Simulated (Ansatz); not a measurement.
## Worked example: SbH(CH3)2 → SbH(CH3) + CH3

Species: SbH(CH3)2, singlet; SbH(CH3), doublet; CH3 (methyl radical) `[CH3]`, doublet. 

Shapes, held fixed at every level: PBE0-D4/def2-TZVP. Programs: Ansatz 0.2.0. The zero-point and thermal change to 298 K, harmonic and unscaled (PBE0-D4/def2-TZVP), is -15.5 kJ/mol.

At CCSD(T)/def2-TZVPP; 1 Eh = 2625.50 kJ/mol:

| species | energy (Eh) |
| --- | --- |
| SbH(CH3)2 | -319.862998 |
| SbH(CH3) | -280.003694 |
| CH3 | -39.761719 |

Task: Work out ΔH(298 K) of the reaction at this level.

Result: 
1. Products less reactants: (-280.003694) + (-39.761719) − [(-319.862998)] = 0.097585 Eh = +256.2 kJ/mol.
2. With the thermal change: +256.2 + (-15.5) = +240.7 kJ/mol.

Other levels give +118.6 (HF/def2-SVP) to +254.7 kJ/mol (MP2/def2-TZVPP). No measured value is set beside it here. Open shells run unrestricted unless RO is named. For atoms past krypton def2 sets carry core potentials with scalar relativity. Correlated rows may include outer-core shells of Sb, which these sets cover unevenly.
